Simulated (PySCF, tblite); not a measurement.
Isomers of C6H10ClFSi, one GFN2-xTB conformer each. Single-point energies are computed at PBE0/pcSseg-1 (PySCF, gas phase, no added dispersion term), electronic only.

Question: Rank them by PBE0/pcSseg-1 energy, lowest first (kJ/mol).
A. `[CH3:1][C:2]1=[CH:3][SiH2:4][C@@H:5]([F:6])[C@H:7]([Cl:8])[CH2:9]1` with C2–C3–Si4–C5 0°, C3–Si4–C5–F6 -91°, Si4–C5–C7–Cl8 62°, C5–C7–C9–C2 64°
B. `[CH3:1][C:2]1=[CH:3][SiH2:4][C@:5]([F:6])([CH2:7][Cl:8])[CH2:9]1` with Si4–C5–C7–Cl8 45°, C2–C3–Si4–C5 -8°, C3–Si4–C5–F6 -100°, Si4–C5–C9–C2 -17°, C1–C2–C9–C5 -169°
C. `[CH:1]#[C:2][CH2:3][C@@:4]([F:5])([CH2:6][Cl:7])[SiH2:8][CH3:9]` with C2–C3–C4–F5 -58°, C3–C4–C6–Cl7 77°, C3–C4–Si8–C9 -171°

Answer: A (0.0), B (7.6), C (158.1).

As drawn, the lowest has a C=C bond outside aromatic rings, which the highest lacks; the highest has a C≡C bond, which the lowest lacks. Neighbours under 10 kJ/mol apart (CC1=C[SiH2][C@@H](F)[C@H](Cl)C1 and CC1=C[SiH2][C@](F)(CCl)C1) can change places with a better method, another conformer or zero-point energy. GFN2-xTB itself gives, in the same order: 0.0, 17.0, 163.8. Both levels put the same isomer lowest; measured from each level's own lowest isomer, the values differ by up to 9.4 kJ/mol (CC1=C[SiH2][C@](F)(CCl)C1: 17.0 against 7.6).

Q: Which frontier levels, dipoles and rotational constants go with these structures?

A: 
```
                         SMILES  HOMO (eV, PBE0/pcSseg-1)  LUMO (eV)  dipole (D)       A, B, C (MHz)
CC1=C[SiH2][C@@H](F)[C@H](Cl)C1                     -7.37      -0.27        1.37   1322, 1066, 893.6
      CC1=C[SiH2][C@](F)(CCl)C1                     -7.50      -0.20        3.42  2379, 713.7, 637.2
       C#CC[C@@](F)(CCl)[SiH2]C                     -7.95       0.45        0.58  1532, 865.1, 666.7
```

Q: What happens when harmonic zero-point energies from GFN2-xTB frequencies are added?

A: 
| SMILES | ZPE (kJ/mol) | electronic (kJ/mol) | with ZPE (kJ/mol) |
| --- | --- | --- | --- |
| CC1=C[SiH2][C@@H](F)[C@H](Cl)C1 | 371.5 | 0.0 | 0.0 |
| CC1=C[SiH2][C@](F)(CCl)C1 | 368.7 | 7.6 | 4.8 |
| C#CC[C@@](F)(CCl)[SiH2]C | 358.8 | 158.1 | 145.4 |

The zero-point energies span 12.7 kJ/mol. The order is unchanged.
